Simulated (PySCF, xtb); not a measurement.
C2H3BF2O, SMILES OB(F)C(=C)F.

GFN2-xTB in xtb at its own geometry gives an orbital gap of 4.42 eV and a dipole moment of 1.31 D.

Geometry: B3LYP-D3(BJ)/def2-SVP. This is a generated structure with no PubChem entry under its InChIKey; it may be hypothetical. Other conformers were not sampled.

What does PySCF with B3LYP/def2-TZVP give? (Estimate from the structure and the level; the computed values follow.)

gap 6.40 eV (levels -7.92 and -1.52 eV), dipole 1.59 D.
